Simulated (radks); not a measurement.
The numbers below are computed, except where a source is named.
Isoelectronic series with 13 electrons, all held in the configuration [Ne] 3s2 3p1, which need not be the ground one along the series. Code: a radial shooting solver on a logarithmic mesh with Libxc functionals. Model: non-relativistic Kohn-Sham, PBE, spin-polarised, spherical densities, point nucleus; open shells are filled with parallel spins first. Total energies (hartree) and mean radii <r> (bohr) (* marks an orbital that is empty in some or all of the ions):

| ion | E (hartree) | 3p down* | 3p up | 3s down |
|---|---|---|---|---|
| Al | -242.23204 | 3.469 | 3.399 | 2.540 |
| Si+ | -288.92792 | 2.471 | 2.443 | 2.060 |
| P2+ | -339.99746 | 1.980 | 1.964 | 1.748 |
| S3+ | -395.42611 | 1.669 | 1.659 | 1.526 |
| Cl4+ | -455.20603 | 1.451 | 1.444 | 1.357 |
| Ar5+ | -519.33243 | 1.286 | 1.281 | 1.225 |
| K6+ | -587.80218 | 1.158 | 1.154 | 1.117 |
| Ca7+ | -660.61309 | 1.054 | 1.051 | 1.027 |
| Sc8+ | -737.76359 | 0.9676 | 0.9651 | 0.9518 |
| Ti9+ | -819.25253 | 0.8951 | 0.8930 | 0.8868 |
| V10+ | -905.07902 | 0.8330 | 0.8312 | 0.8305 |
| Cr11+ | -995.24237 | 0.7792 | 0.7777 | 0.7810 |
| Mn12+ | -1089.74204 | 0.7321 | 0.7308 | 0.7373 |
| Fe13+ | -1188.57759 | 0.6906 | 0.6894 | 0.6982 |
| Co14+ | -1291.74868 | 0.6536 | 0.6525 | 0.6632 |
| Ni15+ | -1399.25500 | 0.6204 | 0.6195 | 0.6316 |
| Cu16+ | -1511.09633 | 0.5905 | 0.5897 | 0.6029 |
| Zn17+ | -1627.27246 | 0.5634 | 0.5626 | 0.5768 |
| Ga18+ | -1747.78322 | 0.5387 | 0.5380 | 0.5528 |
| Ge19+ | -1872.62846 | 0.5161 | 0.5155 | 0.5308 |
| As20+ | -2001.80807 | 0.4953 | 0.4948 | 0.5105 |
| Se21+ | -2135.32194 | 0.4762 | 0.4757 | 0.4917 |
| Br22+ | -2273.16996 | 0.4585 | 0.4581 | 0.4742 |
